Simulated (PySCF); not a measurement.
The dipole of `F[Si@H]1[SiH2][C@@](F)([SiH2]1)C(=O)C` from its density and from atomic charges.

Coordinates (GFN2-xTB, Å) and charges (e) from the PBE0/pcSseg-1 density (PySCF):

```tsv
atom	x	y	z	Mulliken	IAO	Hirshfeld	ESP-fitted
C1	-2.425	-0.387	-0.286	-0.2112	-0.4629	-0.1195	-0.6654
C2	-0.938	-0.214	-0.290	+0.1661	+0.3661	+0.1460	+0.7577
O3	-0.258	-0.362	-1.315	-0.4411	-0.4712	-0.2002	-0.5938
C4	-0.246	0.137	0.932	-0.3670	-0.2019	-0.0706	-0.2228
F5	-1.106	0.276	2.014	-0.3163	-0.3146	-0.1107	-0.1914
Si6	0.796	1.725	0.357	+0.3620	+0.4243	+0.2395	+0.2970
Si7	2.167	0.083	-0.580	+0.6208	+0.7162	+0.2601	+0.3325
F8	3.743	0.352	-0.198	-0.4363	-0.5599	-0.2342	-0.3289
Si9	1.145	-1.274	1.021	+0.3620	+0.4248	+0.2394	+0.2973
H10	-2.892	0.538	0.050	+0.1471	+0.1760	+0.0597	+0.1934
H11	-2.693	-1.165	0.427	+0.1471	+0.1760	+0.0598	+0.1940
H12	-2.783	-0.648	-1.278	+0.1476	+0.1710	+0.0569	+0.1956
H13	-0.071	2.613	-0.424	-0.0368	-0.0899	-0.0692	-0.0684
H14	1.126	2.442	1.594	-0.0345	-0.0864	-0.0620	-0.0588
H15	2.331	-0.210	-1.992	-0.0383	-0.0910	-0.0635	-0.0105
H16	0.534	-2.574	0.726	-0.0369	-0.0900	-0.0693	-0.0688
H17	1.564	-1.319	2.428	-0.0345	-0.0865	-0.0621	-0.0586
```

Problem. Compute μ = Σ q r for each scheme (1 e·Å = 4.803 D) and compare with the dipole of the full density.

Solution. The full density gives (-2.13, -0.20, 0.22) D, 2.15 D in size; dipole vectors point from the negative to the positive end.

```tsv
scheme	μx	μy	μz	size (D)	share of the full size (%)	angle to the full dipole (°)
Mulliken	-0.51	-0.43	-1.70	1.83	85	78
IAO	-1.76	-0.44	-1.07	2.11	98	37
Hirshfeld	-1.65	-0.18	0.02	1.66	77	5
ESP-fitted	-2.17	-0.20	0.22	2.19	102	0
```

Problem. Which set comes closest?

Solution. Length of the difference vector: ESP-fitted 0.03 D, Hirshfeld 0.53 D, IAO 1.37 D, Mulliken 2.52 D. Closest: ESP-fitted. 

Problem. What is left for the Hirshfeld atoms' own dipoles?

Solution. The Hirshfeld atoms' densities add up to the full density, so μ = Σ q r + Σ (atomic dipoles). The atomic dipoles sum to (-2.13, -0.20, 0.22) − (-1.65, -0.18, 0.02) = (-0.48, -0.02, 0.20) D, 0.53 D in size.

Problem. With the origin at the mean of the coordinates, (0.000, 0.001, 0.187) Å, which are the largest single terms, by size, of the Mulliken dipole along the direction of the full one?

Solution. F8 +7.92, Si7 -6.66, C1 -2.42, H10 +1.98, H11 +1.98 D; all 17 atoms together +0.37 D. The single terms depend on the origin, their sum doesn't.

Problem. Give the size of the full dipole in other units.

Solution. 2.15 D = 0.847 au = 0.448 e·Å = 7.18 × 10⁻³⁰ C·m.

Isolated species at its GFN2-xTB geometry (one conformer only).

The values belong to the conformer `[CH3:1][C:2](=[O:3])[C@:4]1([F:5])[SiH2:6][Si@@H:7]([F:8])[SiH2:9]1`: C1–C2–C4–F5 0°.
